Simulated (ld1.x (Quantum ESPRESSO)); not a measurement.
## Before and after: TM potential for palladium

- Element: Pd
- Generator: ld1.x (Quantum ESPRESSO) 7.5
- Type: norm-conserving Troullier–Martins (Kleinman–Bylander form)
- Functional: LDA (PZ)
- Relativity: fully relativistic
- Frozen core: [Kr]
- Valence charge: 10
- Reference configuration: 4d10 5s0 5p0
- Partial waves: 5s (bound, empty): rc 1.90 bohr; 5p (bound, empty): rc 3.55 bohr; 4d (bound): rc 2.00 bohr
- Local potential: all-electron potential smoothed inside 2.95 bohr (lloc = -1)
- Core correction: Bessel-smoothed model core, default radius (core density twice the valence density)

Open shells are filled in proportion to 2j + 1 (rel_dist='average').

Change: all radii but the core radius scaled by about 1.19 (s 2.26, p 4.22, d 2.38 bohr); local potential all-electron potential smoothed inside 3.52 bohr (lloc = -1).

Cutoffs: the cutoffs (Ry, on a coarse ladder) from which the occupation-weighted sum of valence levels, in a spherical-Bessel basis at the reference potential, stays within 10 and 1 mRy of its value at 400 Ry; they do not see the model core or the augmentation charge, which bear on the density cutoff. Errors are all-electron minus pseudo energies relative to the spin-unpolarised reference configuration.

Task: What does the change do?

Result: The potential gets softer (50 Ry and 80 Ry → 40 Ry and 70 Ry); of the 7 tests that both files solve, the error grows in 4 and shrinks in 0 by more than 15 % and 0.3 meV (median size 60.9 → 77.3 meV); neither file shows a bound ghost. A larger radius leaves more room for a smooth pseudo-wave, so fewer plane waves are needed. More of the atom is replaced by a form fitted at one configuration, so other configurations suffer.

| quantity | base | changed |
| --- | --- | --- |
| cutoff, loose | 50 Ry | 40 Ry |
| cutoff, tight | 80 Ry | 70 Ry |
| bound ghosts | none | none |
| error for 4d9 5s0 5p0, meV [ΔE 9.39 eV] | -52 | -75 |
| error for 4d8 5s0 5p0, meV [ΔE 30.47 eV] | -323 | -411 |
| error for 4d7 5s0 5p0, meV [ΔE 65.07 eV] | -982 | -1104 |
| error for 4d6 5s0 5p0, meV [ΔE 114.61 eV] | -2147 | -2147 |
| error for 4d9 5s0 5p1, meV [ΔE 5.32 eV] | -61 | -65 |
| error for 4d9 5s1 5p0, meV [ΔE 1.44 eV] | -57 | -77 |
| error for 4d9.5 5s0 5p0, meV [ΔE 3.37 eV] | -9.5 | -15 |
